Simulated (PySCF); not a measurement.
ClGeH6NSi, SMILES N[Si@H]([GeH3])Cl.

Geometry: PBE0-D3(BJ)/def2-SVP. The structure was generated by enumeration; whether it is a known compound was not checked. One conformer was computed; it need not be the lowest.

The numbers are results of r2SCAN/def2-TZVP run with PySCF, not measurements.

The molecule is in vacuum.

Computed frontier levels, gap, dipole moment and polarisability:
```json
{
 "highest_occupied_level": "-6.89 eV",
 "lowest_empty_level": "-0.58 eV",
 "orbital_gap": "6.31 eV",
 "dipole_moment": "1.96 D",
 "quadrupole, principal values (traceless, Buckingham form, about the centre of nuclear charge)": "-9.03, 0.67, 8.36 D·Å",
 "mean_static_polarisability": "78.8 bohr³ (11.68 Å³)",
 "polarisability_principal_values": "68.0, 78.7, 89.9 bohr³"
}
```
